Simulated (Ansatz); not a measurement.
Basis-set extrapolation for ClH7N2OSi2 (`N[SiH2]O[SiH](N)Cl`) (PBE0-D4/def2-TZVP geometry, frozen core, Ansatz). Multiplicity 1, RHF reference.

```json
{"": "HF", "def2-TZVPP": "-1225.564375", "def2-QZVPP": "-1225.605861"}
{"": "MP2 correlation", "def2-TZVPP": "-1.091231", "def2-QZVPP": "-1.180945"}
{"": "CCSD(T) correlation", "def2-TZVPP": "-1.188101", "def2-QZVPP": "not run"}
```

Energies in hartree. Use E(X) = E(∞) + A·exp(−7.88·√X) for Hartree–Fock and E(X) = E(∞) + B·X^(−2.97) for correlation, with X = 3 and 4, and add CCSD(T) minus MP2 of the smaller set to the MP2 limit.

What is the CCSD(T) energy at the basis-set limit?

HF limit: -1225.605861 + (-0.041486) × 0.13774 = -1225.61158. MP2 limit: -1.180945 + (-0.089714) × 0.74074 = -1.24740. Higher-order term: -1.188101 − (-1.091231) = -0.09687. Total: -1226.95585 hartree, 534.0 kJ/mol below CCSD(T)/def2-TZVPP.
